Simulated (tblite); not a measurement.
Species: C11H22BN2 (charge +1).
Numbering: `[CH3:1][B:2]([CH3:3])/[C:4](=[CH:5]\[CH:6]=[CH:7]\[N:8]([CH3:9])[CH3:10])[CH:11]=[N+:12]([CH3:13])[CH3:14]` (hydrogens: H15, H16, H17 on C1; H18, H19, H20 on C3; H21 on C5; H22 on C6; H23 on C7; H24, H25, H26 on C9; H27, H28, H29 on C10; H30 on C11; H31, H32, H33 on C13; H34, H35, H36 on C14)
Bond orders are those of one Lewis drawing.

Computed with GFN2-xTB (tblite), gas phase: L-BFGS steps from a force-field or distance-geometry start until the largest atomic force falls under 0.01 eV/Å.

Geometry at step 15:
```
atom  x, y, z in Å
C1     -0.5384   -0.6649   -2.2628
B2     -0.8513   -0.8367   -0.7219
C3     -0.8512   -2.2693   -0.0347
C4     -1.0028    0.4782    0.1623
C5      0.2140    1.0011    0.6185
C6      1.4339    0.4380    0.2633
C7      2.6026    0.6007    0.9671
N8      3.8011    0.1178    0.6486
C9      4.7000   -0.2343    1.7181
C10     4.1878   -0.2514   -0.6901
C11    -2.1403    1.1696    0.5758
N12    -3.4123    0.9468    0.2830
C13    -4.4650    1.8470    0.7081
C14    -3.7799   -0.1288   -0.6022
H15    -0.3982    0.3703   -2.5661
H16    -1.3345   -1.0660   -2.8911
H17     0.3536   -1.2052   -2.5795
H18     0.0123   -2.8894   -0.2867
H19    -1.7238   -2.8682   -0.3035
H20    -0.8830   -2.2288    1.0494
H21     0.2373    1.8756    1.2572
H22     1.4159   -0.2605   -0.5541
H23     2.5756    1.1049    1.9245
H24     5.0628   -1.2500    1.5565
H25     5.5432    0.4484    1.8024
H26     4.1657   -0.1907    2.6625
H27     4.0024    0.5659   -1.3888
H28     5.2518   -0.4771   -0.7090
H29     3.6558   -1.1384   -1.0340
H30    -1.9850    2.0193    1.2301
H31    -5.4128    1.3107    0.7865
H32    -4.6110    2.6562   -0.0169
H33    -4.2354    2.2962    1.6746
H34    -3.4954   -1.0873   -0.1715
H35    -4.8491   -0.1285   -0.7954
H36    -3.2571   -0.0348   -1.5511
```

Q: What forces act on the atoms?

A: 
| atom | Fx (eV/Å) | Fy (eV/Å) | Fz (eV/Å) |
| --- | --- | --- | --- |
| C1 | 0.008 | 0.020 | -0.101 |
| B2 | -0.058 | -0.172 | -0.087 |
| C3 | -0.095 | 0.024 | 0.155 |
| C4 | 0.017 | 0.083 | 0.057 |
| C5 | -0.097 | -0.107 | -0.058 |
| C6 | 0.159 | -0.009 | -0.109 |
| C7 | 0.055 | 0.083 | -0.076 |
| N8 | -0.067 | 0.012 | 0.087 |
| C9 | 0.060 | 0.101 | 0.116 |
| C10 | -0.033 | -0.097 | -0.013 |
| C11 | -0.146 | 0.078 | 0.086 |
| N12 | -0.009 | -0.013 | -0.067 |
| C13 | 0.037 | -0.001 | -0.023 |
| C14 | 0.021 | -0.120 | -0.108 |
| H15 | -0.033 | 0.049 | 0.033 |
| H16 | -0.028 | -0.053 | 0.103 |
| H17 | -0.046 | -0.084 | 0.083 |
| H18 | -0.115 | 0.195 | -0.178 |
| H19 | 0.067 | 0.102 | -0.258 |
| H20 | 0.062 | 0.164 | 0.173 |
| H21 | -0.127 | -0.088 | 0.145 |
| H22 | 0.141 | -0.061 | -0.139 |
| H23 | -0.131 | 0.003 | 0.076 |
| H24 | 0.060 | 0.048 | 0.077 |
| H25 | 0.198 | 0.044 | -0.220 |
| H26 | 0.009 | -0.133 | 0.107 |
| H27 | -0.114 | -0.014 | 0.076 |
| H28 | 0.007 | 0.049 | 0.063 |
| H29 | -0.103 | -0.076 | -0.050 |
| H30 | 0.008 | 0.092 | 0.006 |
| H31 | 0.166 | -0.027 | 0.074 |
| H32 | 0.090 | -0.072 | -0.001 |
| H33 | 0.046 | -0.061 | -0.051 |
| H34 | -0.048 | -0.062 | 0.090 |
| H35 | 0.001 | 0.043 | 0.062 |
| H36 | 0.037 | 0.058 | -0.133 |

The largest, 0.30 eV/Å, acts on H25; the rms over all components is 0.093 eV/Å. The forces sum to zero within rounding, as they must for an isolated molecule in no field.

Q: Give the force on H25 in Eh/bohr and in nN.

A: 0.299 eV/Å ÷ 51.422 = 0.00582 Eh/bohr, and 0.299 eV/Å × 1.602 = 0.48 nN.

Q: How far is this geometry from the end of the optimisation?

A: 0.442 eV above it, and 0.714 Å rms away after alignment. The bonds farthest from their final lengths, with half the difference of the two atoms' forces along the bond (positive lengthens):

```json
{"bond": "B2–C3", "now (Å)": "1.589", "final (Å)": "1.575", "force along bond (eV/Å)": "-0.04"}
{"bond": "C7–N8", "now (Å)": "1.331", "final (Å)": "1.322", "force along bond (eV/Å)": "-0.06"}
{"bond": "B2–C4", "now (Å)": "1.592", "final (Å)": "1.583", "force along bond (eV/Å)": "+0.14"}
{"bond": "N12–C13", "now (Å)": "1.449", "final (Å)": "1.442", "force along bond (eV/Å)": "-0.01"}
{"bond": "C6=C7", "now (Å)": "1.374", "final (Å)": "1.381", "force along bond (eV/Å)": "-0.03"}
{"bond": "C14–H35", "now (Å)": "1.087", "final (Å)": "1.092", "force along bond (eV/Å)": "-0.01"}
```

The angle farthest from its final value is B2–C3–H18, 114.3° against 108.2°.

The cost below is that of the whole relaxation. Hardware: 4 threads, Arm Neoverse V1 (aarch64) (shared host). Cost: 2.0 s wall, 4.7 s CPU.
